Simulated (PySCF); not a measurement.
SMILES [CH]=NC(C)(C)C, doublet, GFN2-xTB optimised geometry.

```
16

C     -2.39     0.49    -1.88
N     -1.52     0.06    -1.12
C     -0.09     0.09    -1.23
C      0.40    -1.36    -1.22
C      0.44     0.83     0.00
C      0.37     0.80    -2.52
H     -3.44     0.39    -1.65
H      0.02    -1.89    -2.09
H      1.48    -1.39    -1.24
H      0.04    -1.86    -0.33
H      1.52     0.83     0.00
H      0.08     1.86     0.00
H      0.08     0.35     0.91
H     -0.02     0.28    -3.39
H      0.01     1.82    -2.53
H      1.46     0.81    -2.57
```

Density from unrestricted PBE0/def2-TZVP (PySCF) at that geometry.

Minimum of the electron density along straight lines between bonded atoms, close to the bond critical point (lines longer than 1.1 times the sum of covalent radii, or with two minima, are not listed):

```json
[
 {"bond": "C1–N2", "length / Å": "1.230", "ρ at the minimum / e bohr⁻³": "0.409", "∇²ρ there / e bohr⁻⁵": "-0.43", "position (fraction from the first atom)": "0.34"},
 {"bond": "N2–C3", "length / Å": "1.437", "ρ at the minimum / e bohr⁻³": "0.273", "∇²ρ there / e bohr⁻⁵": "-0.75", "position (fraction from the first atom)": "0.62"},
 {"bond": "C3–C4", "length / Å": "1.533", "ρ at the minimum / e bohr⁻³": "0.246", "∇²ρ there / e bohr⁻⁵": "-0.62", "position (fraction from the first atom)": "0.51"},
 {"bond": "C3–C5", "length / Å": "1.533", "ρ at the minimum / e bohr⁻³": "0.246", "∇²ρ there / e bohr⁻⁵": "-0.62", "position (fraction from the first atom)": "0.51"},
 {"bond": "C3–C6", "length / Å": "1.534", "ρ at the minimum / e bohr⁻³": "0.246", "∇²ρ there / e bohr⁻⁵": "-0.61", "position (fraction from the first atom)": "0.51"},
 {"bond": "C1–H7", "length / Å": "1.080", "ρ at the minimum / e bohr⁻³": "0.283", "∇²ρ there / e bohr⁻⁵": "-1.02", "position (fraction from the first atom)": "0.65"},
 {"bond": "C4–H8", "length / Å": "1.088", "ρ at the minimum / e bohr⁻³": "0.280", "∇²ρ there / e bohr⁻⁵": "-0.96", "position (fraction from the first atom)": "0.64"},
 {"bond": "C4–H9", "length / Å": "1.087", "ρ at the minimum / e bohr⁻³": "0.280", "∇²ρ there / e bohr⁻⁵": "-0.96", "position (fraction from the first atom)": "0.64"},
 {"bond": "C4–H10", "length / Å": "1.087", "ρ at the minimum / e bohr⁻³": "0.280", "∇²ρ there / e bohr⁻⁵": "-0.96", "position (fraction from the first atom)": "0.64"},
 {"bond": "C5–H11", "length / Å": "1.087", "ρ at the minimum / e bohr⁻³": "0.280", "∇²ρ there / e bohr⁻⁵": "-0.96", "position (fraction from the first atom)": "0.64"},
 {"bond": "C5–H12", "length / Å": "1.088", "ρ at the minimum / e bohr⁻³": "0.280", "∇²ρ there / e bohr⁻⁵": "-0.96", "position (fraction from the first atom)": "0.64"},
 {"bond": "C5–H13", "length / Å": "1.087", "ρ at the minimum / e bohr⁻³": "0.280", "∇²ρ there / e bohr⁻⁵": "-0.96", "position (fraction from the first atom)": "0.64"},
 {"bond": "C6–H14", "length / Å": "1.087", "ρ at the minimum / e bohr⁻³": "0.280", "∇²ρ there / e bohr⁻⁵": "-0.96", "position (fraction from the first atom)": "0.64"},
 {"bond": "C6–H15", "length / Å": "1.087", "ρ at the minimum / e bohr⁻³": "0.280", "∇²ρ there / e bohr⁻⁵": "-0.96", "position (fraction from the first atom)": "0.64"},
 {"bond": "C6–H16", "length / Å": "1.087", "ρ at the minimum / e bohr⁻³": "0.279", "∇²ρ there / e bohr⁻⁵": "-0.96", "position (fraction from the first atom)": "0.64"}
]
```
